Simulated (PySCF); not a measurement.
Re: excitation energy

Re [Xe] 4f14 5d5 6s2 (6S) → Re [Xe] 4f14 5d5 6s1 7s1 (8S), as a difference of total energies. Calculation: PySCF 2.14, in aug-cc-pwCVDZ-PP with ECP60MDF (6s6p5d3f, 70 functions); scalar relativity through the core potential. Correlated levels: valence and next inner shell: nothing frozen outside the core potential. The calculations carry no spin-orbit coupling.

| method | excitation energy (eV) |
| --- | --- |
| UHF | 3.582 |
| MP2 (valence and next inner shell) | 4.973 |
| SCS-MP2 (valence and next inner shell) | 5.183 |
| CCSD (valence and next inner shell) | 4.915 |
| CCSD(T) (valence and next inner shell) | 5.044 |

How much does correlation contribute at CCSD(T) (valence and next inner shell)?

5.044 − (3.582) = 1.462 eV, measured against UHF.

The promoted electron is Rydberg-like, and one or two diffuse shells describe it only roughly, which tends to raise the upper state.
